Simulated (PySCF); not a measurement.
## How methods differ on the excitation energy of Ru

Ru [Kr] 4d7 5s1 (5F) → Ru [Kr] 4d6 5s2 (5D), as a difference of total energies. Computed with PySCF 2.14 in aug-cc-pwCVDZ-PP with ECP28MDF (6s6p5d3f, 70 functions), with a scalar-relativistic core potential. Correlated levels: valence: 4s2 4p6 frozen. The calculations carry no spin-orbit coupling.

```csv
method,excitation energy (eV)
UHF,0.660
MP2 (valence),0.867
SCS-MP2 (valence),0.883
CCSD (valence),0.708
CCSD(T) (valence),0.707
```

**Question.** How much does correlation contribute at CCSD(T) (valence)?

**Answer.** 0.707 − (0.660) = 0.047 eV, measured against UHF.

Errors of the correlated levels include the incompleteness of this basis and the frozen core.

For comparison: 0.867 eV (measured; NIST levels, between the centres of gravity of the two terms).
